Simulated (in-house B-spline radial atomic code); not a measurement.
A fraction x of an electron is removed from 4p in the strontium ion Sr⁵⁺, starting from [Ar] 3d10 4s2 4p3 and keeping the highest spin. Level of theory: scalar-relativistic (X2C) Hartree-Fock with fractional occupations, spin-polarised, spherical fractional occupations, Fermi nucleus of rms radius 4.224 fm; calculated with a radial B-spline atomic code at the basis-set limit.

Caution: exact exchange at fractional occupations of open shells leaves self-interaction of up to several eV.

| x | E(x) - E(0) (eV) | 4p up level (eV) |
| --- | --- | --- |
| 0 | 0.0000 | -89.184 |
| 0.12 | 10.7720 | -90.350 |
| 0.23 | 20.7694 | -91.422 |
| 0.32 | 29.0369 | -92.301 |
| 0.41 | 37.3837 | -93.183 |
| 0.5 | 45.8099 | -94.067 |
| 0.54 | 49.5804 | -94.460 |
| 0.63 | 58.1217 | -95.346 |
| 0.76 | 70.6002 | -96.631 |
| 0.9 | 84.2256 | -98.018 |
| 1 | 94.0771 | -99.013 |

The exact functional would give a straight line between the two integer points. Deviations E(x) - E(0) - x[E(1) - E(0)], in eV: -0.517 at x = 0.12, -0.868 at x = 0.23, -1.068 at x = 0.32, -1.188 at x = 0.41, -1.229 at x = 0.5, -1.221 at x = 0.54, -1.147 at x = 0.63, -0.898 at x = 0.76, -0.444 at x = 0.9.

The curve lies below the straight line by up to 1.229 eV (at x = 0.5): with spherically averaged exact exchange in an open shell, this holds the self-interaction named above.

Task: How well does Slater's transition state (minus the level at half occupation) give the ionisation energy?

Result: It gives 94.067 eV against 94.077 eV from the two total energies; NIST lists 88.00 eV, ground level to ground level. The end point has an open shell averaged over its orbitals, so its exact exchange keeps a self-interaction and this is no true integer point.
